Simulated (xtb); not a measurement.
xtb input:

```bash
xtb mol.xyz --gfn 2 --sp --chrg -1 --uhf 0
```
mol.xyz:
```
5

Si    -0.39122148    -0.00392765    -0.14293990
O      1.07804274     0.01082296     0.39388257
H     -0.77408969    -1.12851728    -1.10522094
H     -1.51293322    -0.12047047     0.88926902
H     -0.86021828     1.21739118    -0.93395004
```

Problem. What final total energy does it print?

Solution. -7.57779 Eh (GFN2-xTB).

It need not be the lowest isomer of its formula. Whether it binds its extra electron was not tested at this geometry.
